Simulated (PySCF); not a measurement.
## Basis and Hamiltonian dependence of the ionisation energy of Br+

Br+ [Ar] 3d10 4s2 4p4 (3P) → Br(2+) [Ar] 3d10 4s2 4p3 (4S). All values are computed (PySCF 2.14, energy differences of UHF-based or UKS calculations, no spin-orbit coupling). Values in eV.

```json
{"basis": "cc-pVDZ-DK", "Hamiltonian": "spin-free X2C", "functions": "27", "UHF": "20.232", "r2SCAN": "n/a", "PBE0": "n/a", "MP2 (valence)": "20.656", "CCSD(T) (valence)": "20.684", "CCSD(T) (valence and next inner shell)": "n/a"}
{"basis": "6-31G*", "Hamiltonian": "non-relativistic", "functions": "32", "UHF": "20.207", "r2SCAN": "n/a", "PBE0": "n/a", "MP2 (valence)": "20.565", "CCSD(T) (valence)": "20.587", "CCSD(T) (valence and next inner shell)": "n/a"}
{"basis": "cc-pVTZ-DK", "Hamiltonian": "spin-free X2C", "functions": "43", "UHF": "20.233", "r2SCAN": "n/a", "PBE0": "n/a", "MP2 (valence)": "20.915", "CCSD(T) (valence)": "21.056", "CCSD(T) (valence and next inner shell)": "n/a"}
{"basis": "jorge-DZP-DKH", "Hamiltonian": "spin-free X2C", "functions": "43", "UHF": "20.230", "r2SCAN": "n/a", "PBE0": "n/a", "MP2 (valence)": "20.391", "CCSD(T) (valence)": "20.413", "CCSD(T) (valence and next inner shell)": "n/a"}
{"basis": "pcseg-2", "Hamiltonian": "non-relativistic", "functions": "43", "UHF": "20.276", "r2SCAN": "21.486", "PBE0": "n/a", "MP2 (valence)": "20.949", "CCSD(T) (valence)": "21.092", "CCSD(T) (valence and next inner shell)": "n/a"}
{"basis": "Sapporo-DKH3-DZP-2012", "Hamiltonian": "spin-free X2C", "functions": "43", "UHF": "20.235", "r2SCAN": "21.461", "PBE0": "n/a", "MP2 (valence)": "20.671", "CCSD(T) (valence)": "20.706", "CCSD(T) (valence and next inner shell)": "n/a"}
{"basis": "def2-TZVP", "Hamiltonian": "non-relativistic", "functions": "48", "UHF": "20.261", "r2SCAN": "21.471", "PBE0": "n/a", "MP2 (valence)": "20.936", "CCSD(T) (valence)": "21.078", "CCSD(T) (valence and next inner shell)": "n/a"}
{"basis": "def2-TZVPPD", "Hamiltonian": "non-relativistic", "functions": "57", "UHF": "20.251", "r2SCAN": "21.461", "PBE0": "21.396", "MP2 (valence)": "20.927", "CCSD(T) (valence)": "21.069", "CCSD(T) (valence and next inner shell)": "21.104"}
{"basis": "aug-cc-pVTZ-PP with one added diffuse shell each of s, d, f type with ECP10MDF", "Hamiltonian": "ECP", "functions": "68", "UHF": "20.231", "r2SCAN": "21.401", "PBE0": "21.329", "MP2 (valence)": "20.935", "CCSD(T) (valence)": "21.081", "CCSD(T) (valence and next inner shell)": "n/a"}
{"basis": "aug-cc-pVQZ-PP with ECP10MDF", "Hamiltonian": "ECP", "functions": "89", "UHF": "20.230", "r2SCAN": "21.410", "PBE0": "21.327", "MP2 (valence)": "21.047", "CCSD(T) (valence)": "21.205", "CCSD(T) (valence and next inner shell)": "n/a"}
{"basis": "x2c-QZVPPall", "Hamiltonian": "spin-free X2C", "functions": "97", "UHF": "20.239", "r2SCAN": "21.455", "PBE0": "21.384", "MP2 (valence)": "21.049", "CCSD(T) (valence)": "21.207", "CCSD(T) (valence and next inner shell)": "n/a"}
{"basis": "def2-QZVPPD", "Hamiltonian": "non-relativistic", "functions": "98", "UHF": "20.249", "r2SCAN": "21.462", "PBE0": "21.395", "MP2 (valence)": "21.050", "CCSD(T) (valence)": "21.210", "CCSD(T) (valence and next inner shell)": "n/a"}
{"basis": "x2c-QZVPPall with one added diffuse shell each of s, p, d, f type", "Hamiltonian": "spin-free X2C", "functions": "113", "UHF": "20.240", "r2SCAN": "21.455", "PBE0": "21.385", "MP2 (valence)": "21.051", "CCSD(T) (valence)": "n/a", "CCSD(T) (valence and next inner shell)": "n/a"}
```

Estimate the row for x2c-TZVPPall with one added diffuse shell each of s, p, d type (spin-free X2C, 57 functions).

From the rows with the same Hamiltonian and similar size; the calculation gives UHF 20.24; r2SCAN 21.45; PBE0 21.39; MP2 (valence) 20.93; CCSD(T) (valence and next inner shell) 21.11 (eV).

Frozen in the all-electron rows: valence: [Ar] 3d10; valence and next inner shell: [Ne]; with a core potential, the same shells as far as they lie outside it.

Non-relativistic rows lack the scalar-relativistic shift.

Reference for a calculation without spin-orbit coupling: 21.409 eV (measured, between term centres; NIST).
